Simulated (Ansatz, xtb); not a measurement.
Relative energy of two structures of CH10BNOSi2

Structure X is `B[SiH2]N[SiH2]OC`, a singlet and structure Y is a singlet given by its coordinates. Both are isolated molecules in the gas phase, relaxed with r2SCAN-D4/def2-SVP; the shapes shown needn't be the lowest conformers.

X (Å):

```xyz
16

C    -0.6532   -0.7088   -1.9460
B    -0.2641    2.8666    3.1238
N    -1.2339    0.6023    1.1513
O    -0.4521   -1.3824   -0.7246
Si    0.1703    1.4481    1.7741
Si   -1.3375   -1.0569    0.6488
H    -1.3660    3.3560    3.2218
H     0.6023    3.3201    3.8345
H     1.0991    0.3978    2.2965
H     0.9380    2.1886    0.7035
H    -2.0603    1.1733    0.9841
H    -0.7473   -1.9596    1.6678
H    -2.7913   -1.3257    0.4188
H    -1.6325   -0.9604   -2.3972
H     0.1350   -1.0129   -2.6520
H    -0.6025    0.3900   -1.8249
```

Y (Å):

```xyz
16

C    -0.8572    0.7563    1.9327
B    -0.0305    1.9890   -0.1957
N     2.1063    0.1088   -0.7139
O    -0.0256    0.6555    0.7679
Si    1.3091    1.4421   -1.6171
Si    1.5179   -0.1604    0.8538
H     0.3714    2.8949    0.5229
H    -1.1889    2.1218   -0.5465
H     0.8060    0.8600   -2.9085
H     2.3332    2.4639   -2.0211
H     2.7735   -0.5232   -1.1484
H     2.2067    0.4956    2.0050
H     1.2375   -1.5816    1.2098
H    -1.8725    0.9935    1.5901
H    -0.4907    1.5617    2.5883
H    -0.8547   -0.2083    2.4632
```

Close contacts (Å): C1–O4 1.43, B2–O4 1.65, B2–Si5 2.03, N3–Si5 1.80, N3–Si6 1.70, O4–Si6 1.75, C1–H14 1.10, C1–H15 1.10, C1–H16 1.10, B2–H7 1.22, B2–H8 1.22, N3–H11 1.02, Si5–H9 1.50, Si5–H10 1.50, Si6–H12 1.49, Si6–H13 1.49.

Task: Estimate which is lower in electronic energy at CCSD(T)/def2-SVP + ΔMP2/def2-TZVPP, and by roughly how much.

Result: The CCSD(T)/def2-SVP + ΔMP2/def2-TZVPP calculation puts structure Y lower, by 15.9 kcal/mol.

The same difference at several levels:

```csv
level,geometry,E(Y) − E(X) (kcal/mol),departure from the last row (kcal/mol),"job, with rough time for the two"
r2SCAN-D4/def2-SVP,r2SCAN-D4/def2-SVP,−19.5,−3.6,"optimisation, 1.9 min"
HF/def2-SVP,r2SCAN-D4/def2-SVP,−7.2,+8.8,part of the CCSD(T) run
MP2/def2-SVP,r2SCAN-D4/def2-SVP,−19.8,−3.9,part of the CCSD(T) run
CCSD(T)/def2-SVP,r2SCAN-D4/def2-SVP,−18.4,−2.5,single point
CCSD(T)/def2-SVP + ΔMP2/def2-TZVPP,r2SCAN-D4/def2-SVP,−15.9,,"single point, 42 s"
```

The levels shown agree on the order. The largest departure from CCSD(T)/def2-SVP + ΔMP2/def2-TZVPP is that of HF/def2-SVP, 8.8 kcal/mol. Levels run at GFN2-xTB geometries aren't shown. The last row adds to CCSD(T) the change of the MP2 difference between the two basis sets, here +2.5 kcal/mol.

With thermal terms from frequencies at re-optimised GFN2-xTB minima (ideal gas, soft modes damped towards free rotors, one conformer each, 298.15 K, 1 atm): on the last row, ΔE + ΔZPE = −14.0, ΔH = −15.1, ΔG = −12.2 kcal/mol.

The correlated steps freeze 14 core orbitals. Run with Ansatz 0.2.0, xtb 6.7.1; the last row on 2 threads of Intel(R) Xeon(R) 6975P-C (Granite Rapids) on a shared host.
